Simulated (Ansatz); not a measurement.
Geometry optimisation, DFT PBEsol, scalar-relativistic, plane waves, PAW in Ansatz.

input.yaml

```yaml
crystal:
  lattice:
    - [0.0, 5.43, 5.43]
    - [5.43, 0.0, 5.43]
    - [5.43, 5.43, 0.0]
  atoms:
    - { symbol: Si, position: [0.0, 0.0, 0.0] }
    - { symbol: Si, position: [0.125, 0.125, 0.125] }
    - { symbol: Si, position: [0.0, 0.0, 0.5] }
    - { symbol: Si, position: [0.125, 0.125, 0.625] }
    - { symbol: Si, position: [0.0, 0.5, 0.0] }
    - { symbol: Si, position: [0.125, 0.625, 0.125] }
    - { symbol: Si, position: [0.0, 0.5, 0.5] }
    - { symbol: Si, position: [0.125, 0.625, 0.625] }
    - { symbol: Si, position: [0.5, 0.0, 0.0] }
    - { symbol: Si, position: [0.625, 0.125, 0.125] }
    - { symbol: Si, position: [0.5, 0.0, 0.5] }
    - { symbol: Si, position: [0.625, 0.125, 0.625] }
    - { symbol: Si, position: [0.5, 0.5, 0.0] }
    - { symbol: Si, position: [0.625, 0.625, 0.125] }
    - { symbol: Si, position: [0.5, 0.5, 0.5] }
    - { symbol: Si, position: [0.625, 0.625, 0.625] }
    - { symbol: Cu, position: [0.7473067, 0.7514118, 0.7533637], spin: 1.0 }
magnetization:
  spin_polarized: true
basis:
  ecutwfc: 420.0
kpoints:
  mp_grid: { grid: [2, 2, 2] }
hamiltonian:
  xc: pbesol
  pseudopotentials: { kind: paw, azcp: { folder: soft_1 } }
scf:
  occupations: { method: gaussian, width: 0.05 }
  lower_state_search: "off"
relax:
  f_tol: 0.03
  max_steps: 60
  adjacent_minimum: "off"
output:
  write_density: true
  write_potential: true
  elf: true
  volumetric_format: npy
```

Run as:

```bash
$ ansatz run input.yaml --threads 2 --pin off --max-ram 5120MiB --backend cpu --events-out ev --progress --plain --runs-dir out
```

Where does it end, and by what steps?

The forces met the threshold. The force dipped under the threshold on the way, but the program's further checks kept it going. Limits of this set-up: coarse k mesh, PAW files made for another functional. After 3 steps the energy has fallen by 0.045 eV; Si14 moved furthest, 0.04 Å.

| step | energy less start (eV) | largest force component (eV/Å) | accepted |
| --- | --- | --- | --- |
| 0 | 0.0000 | 0.416 | yes |
| 1 | -0.0387 | 0.159 | yes |
| 2 | -0.0448 | 0.026 | yes |
| 3 | -0.0448 | 0.026 | yes |

```xyz
17
Lattice="0.0000 5.4300 5.4300 5.4300 0.0000 5.4300 5.4300 5.4300 0.0000" Properties=species:S:1:pos:R:3
Si -0.003 0.000 0.001
Si 1.353 1.354 1.355
Si 2.715 2.713 0.008
Si 4.073 4.075 1.356
Si 2.716 0.007 2.713
Si 4.073 1.355 4.076
Si 5.421 2.714 2.715
Si 6.772 4.087 4.088
Si 0.006 2.716 2.715
Si 1.352 4.076 4.076
Si 2.714 5.422 2.717
Si 4.092 6.767 4.094
Si 2.715 2.717 5.423
Si 4.095 4.096 6.764
Si 5.437 5.431 5.428
Si 6.771 6.772 6.772
Cu 8.169 8.148 8.139
```

Time of the run: 44 s on 2 threads of Arm Neoverse V2, on a shared host, peak memory 0.75 GiB.
